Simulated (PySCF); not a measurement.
## Dipole response of Hf²⁺ (hafnium, charge +2)

[Xe] 4f14 5d2, high-spin 3F determinant. All numbers are calculated (PySCF 2.14, a scalar-relativistic core potential, in aug-cc-pwCVTZ-PP with ECP60MDF). Coupled (time-dependent) response in atomic units; α is the mean over directions.

| method | mean α (bohr³) | C₆ (like pair) | S(−4) |
| --- | --- | --- | --- |
| PBE0 | 14.84 | 73.49 | 186.5 |

S(−4) is the Cauchy moment in α(ω) = α(0) + S(−4) ω² + …

Spin-orbit coupling is absent.

α(iu) at PBE0:

```
u (hartree)  α(iu) (bohr³)
          0          14.84
     0.0500          14.40
      0.100          13.31
      0.200          10.78
      0.300          8.835
      0.500          6.437
      0.750          4.736
       1.00          3.669
       1.50          2.390
       2.00          1.662
       3.00         0.9149
       5.00         0.3836
```

A single London oscillator, α(iu) = α/(1 + u²/ω²), gives C₆ = (3/4) ω α². Matching the computed C₆ needs ω = 4 × 73.49 / (3 × 14.84²) = 0.445 hartree.

For an ion, C₆ is the dispersion term alone; charge-induced terms of lower order in 1/R come first.

Energies and moments cover only the electrons outside the core potential. Spin-orbit coupling, absent here, splits the open shell strongly.
